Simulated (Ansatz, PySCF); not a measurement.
Process, species as SMILES: B=O (HBO) + 2 [H][H] (H2) → B (BH3) + O (H2O)
Each molecule is optimised on its own at B3LYP-D3(BJ)/def2-TZVP (Ansatz, a quantum-chemistry and plane-wave program).
Geometry of the first species:
```xyz
3

H      0.0000     0.0000    -1.7698
B      0.0000     0.0000    -0.6017
O      0.0000     0.0000     0.5973
```
Charge 0, spin multiplicity 1.

Wanted: energy of full hydrogenation (enthalpy at 298 K, with B3LYP-D3(BJ) rigid-rotor harmonic-oscillator terms from PySCF), in kcal/mol. Correlated levels leave the core frozen unless marked. No spin-orbit coupling. No relativistic terms. CBS(X,Y): correlation extrapolated as X^-3; Hartree-Fock from the larger set (for Q and 5 zeta extrapolated as (X+1)exp(-9√X)). [CCSD(T)-MP2]/basis is that difference in the basis named.

```json
[
 {"level": "HF/6-31G*", "program": "Ansatz", "energy of full hydrogenation (kcal/mol)": "18.4", "minus last row": "-4.0"},
 {"level": "HF/cc-pVQZ", "program": "Ansatz", "energy of full hydrogenation (kcal/mol)": "14.3", "minus last row": "-8.1"},
 {"level": "PBE-D3(BJ)/def2-TZVPD", "program": "Ansatz + dftd3", "energy of full hydrogenation (kcal/mol)": "23.6", "minus last row": "1.2"},
 {"level": "r2SCAN-D3(BJ)/def2-TZVPD", "program": "Ansatz + dftd3", "energy of full hydrogenation (kcal/mol)": "23.4", "minus last row": "1.0"},
 {"level": "PBE0/def2-QZVPP", "program": "Ansatz", "energy of full hydrogenation (kcal/mol)": "18.1", "minus last row": "-4.3"},
 {"level": "CCSD(T)/cc-pVQZ", "program": "Ansatz", "energy of full hydrogenation (kcal/mol)": "23.0", "minus last row": "0.6"},
 {"level": "CCSD(T)/def2-QZVPPD", "program": "Ansatz", "energy of full hydrogenation (kcal/mol)": "21.7", "minus last row": "-0.7"},
 {"level": "RI-MP2/CBS(aug-cc-pVTZ,aug-cc-pVQZ)+[CCSD(T)-MP2]/aug-cc-pVDZ", "program": "Ansatz", "energy of full hydrogenation (kcal/mol)": "21.9", "minus last row": "-0.5"},
 {"level": "RI-MP2/CBS(cc-pVTZ,cc-pVQZ)+[CCSD(T)-MP2]/cc-pVDZ", "program": "Ansatz", "energy of full hydrogenation (kcal/mol)": "22.1", "minus last row": "-0.3"},
 {"level": "CCSD(T)/CBS(cc-pVQZ,cc-pV5Z)", "program": "Ansatz", "energy of full hydrogenation (kcal/mol)": "22.4", "minus last row": "0.0"}
]
```
